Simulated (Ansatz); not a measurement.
A nudged elastic band was laid between two geometries of BH2NaSe (5 atoms, charge 0, multiplicity 1).

The calculation used Ansatz, UKS r2SCAN-D4/def2-mTZVP.

* movable images: 5
* climbing image: yes
* spring: 5.0 eV/Å²
* optimiser: quadratic models (default)
* start path: through a guess of the saddle point
* force threshold: 0.05 eV/Å
* iteration limit: 60
* end points: relaxed

Initial state:

```xyz
5
Properties=species:S:1:pos:R:3
Na -2.075 -0.272 1.418
B -0.424 -0.129 -0.423
Se 1.463 0.250 -0.427
H -0.697 -0.304 -1.588
H 1.734 0.454 1.021
```

Final state:

```xyz
5
Properties=species:S:1:pos:R:3
Na -1.903 -0.290 0.908
B 0.473 0.057 -0.372
Se 0.602 0.277 1.503
H -0.583 -0.214 -0.937
H 1.412 0.170 -1.103
```

Q: What changes between the two ends?

A: Bonds broken: Se3–H5. Bonds formed: Na1–Se3, B2–H5.

Q: Give the energies along the band, and the barrier.

A: The run converged. The highest image is number 1 of 0 to 6, 101.0 kJ/mol above the first end and 323.7 kJ/mol above the last; the last end lies 222.7 kJ/mol below the first. The profile has 2 maxima (images 1, 5) with wells between them (image 4): this band takes more than one step, which may be the mechanism or a detour left from its start path. Neighbouring images differ by up to 2.4 eV, so the band resolves the path poorly. A vibrational analysis at the climbing image gives one clearly imaginary mode, 1171i cm⁻¹: a first-order saddle point. The orbitals stay closed-shell, which can raise the energy where a bond breaks towards radicals; this wasn't checked here.

```
image  path coordinate (Å)  energy (kJ/mol)  Se3–H5 (Å)  Na1–Se3 (Å)  B2–H5 (Å)
    0                 0.00              0.0        1.49         4.02       2.66
    1                 1.05            101.0        1.56         4.15       1.61
    2                 2.63           -131.3        2.67         3.90       1.23
    3                 4.21           -193.9        2.71         2.80       1.23
    4                 5.80           -200.0        2.77         2.63       1.20
    5                 7.38           -190.5        2.71         2.61       1.20
    6                 8.96           -222.7        2.73         2.64       1.20
```

Q: What is the geometry of the highest image?

A: 
```xyz
5
Properties=species:S:1:pos:R:3
Na -1.786 -0.179 1.555
B -0.160 -0.068 -0.385
Se 1.776 0.268 -0.521
H -0.734 -0.275 -1.427
H 0.904 0.254 0.778
```

Time of the run: 15 min on 2 threads of Arm Neoverse V2, with other jobs on the host, peak memory 0.27 GiB.
